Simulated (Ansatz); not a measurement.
Ansatz (a program for electronic structure) input:

Ansatz 0.2 input:
```yaml
crystal:
  periodic: [false, false, false]
  atoms:
    - {symbol: Si, position_ang: [0.76901608, 0.36018962, -0.46845476]}
    - {symbol: C, position_ang: [1.72770363, -1.17299966, -0.18116137]}
    - {symbol: Cl, position_ang: [0.82902798, 1.44318186, 1.31195879]}
    - {symbol: N, position_ang: [-0.83075079, -0.00406655, -0.96674995]}
    - {symbol: Si, position_ang: [-1.92286992, -1.18145186, -0.30543443]}
    - {symbol: H, position_ang: [1.35655431, 1.25235526, -1.48916264]}
    - {symbol: H, position_ang: [1.59745636, -2.05649096, -0.79613285]}
    - {symbol: H, position_ang: [2.48468855, -1.25051414, 0.58948367]}
    - {symbol: H, position_ang: [-1.24398439, 0.68347450, -1.58350280]}
    - {symbol: H, position_ang: [-1.12770669, -2.05949898, 0.57870243]}
    - {symbol: H, position_ang: [-2.54025334, -1.98434424, -1.38796600]}
    - {symbol: H, position_ang: [-3.01724275, -0.55493780, 0.47394505]}
basis:
  gaussian:
    orbitals: 6-31G
magnetization: {spin_polarized: true, initial_magnetization: 1}
correlation: {method: ccsd_t, electrons: outside_noble_gas}
```

Task: Which total energy does the run end on?

Result: -1133.98576 Eh (CCSD(T)/6-31G). The basis has 71 functions.

It need not be the lowest isomer of its formula.
